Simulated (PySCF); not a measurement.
**Two-component Hartree-Fock for Ho(55+) (holmium, charge +55)**

Start: [Ne] 3s2. Calculated with PySCF 2.14 in an uncontracted even-tempered set (18 s from 16 bohr⁻², ratio 2.4; 14 p from 21 bohr⁻², ratio 2.4; 4 d from 67 bohr⁻², ratio 2.6; 4 f from 100 bohr⁻², ratio 2.6): generalised Hartree-Fock with the X2C-1e Hamiltonian and a Gaussian nucleus; one run each with spin-orbit coupling (SO) switched off, then screened by Boettger's factors.

| spinor shell | electrons | ε, spin-free (eV) | ε, screened SO (eV) | weight of nominal j (screened SO) | rms radius, screened SO (bohr) |
| --- | --- | --- | --- | --- | --- |
| 1s1/2 | 2 | -60209.2 | -60200.2 | 1.000 | 0.0235 |
| 2s1/2 | 2 | -13530.3 | -13528.1 | 1.000 | 0.0935 |
| 2p1/2 | 2 | -12474.2 | -13101.1 | 1.000 | 0.0798 |
| 2p3/2 | 4 | -12474.2 | -12211.9 | 1.000 | 0.0861 |
| 3s1/2 | 2 | -5498.0 | -5497.6 | 1.000 | 0.223 |

| quantity | spin-free | screened SO |
| --- | --- | --- |
| E (hartree) | -9290.63724 | -9298.53583 |
| M_J | 0 | 0 |
| ⟨J²⟩ | 0.000 | 0.000 |
| ⟨L²⟩ | 0.000 | 0.022 |
| ⟨S²⟩ | 0.000 | 0.022 |

Breit and QED terms are absent; they matter most for the inner s and p1/2 levels.

Densities and radii are taken from the X2C orbitals without a picture-change correction, which distorts them close to the nucleus.

Without spin-orbit coupling the j labels of p, d and f shells carry no meaning; the spin-free column gives the mean over the occupied spinors of each nl shell.
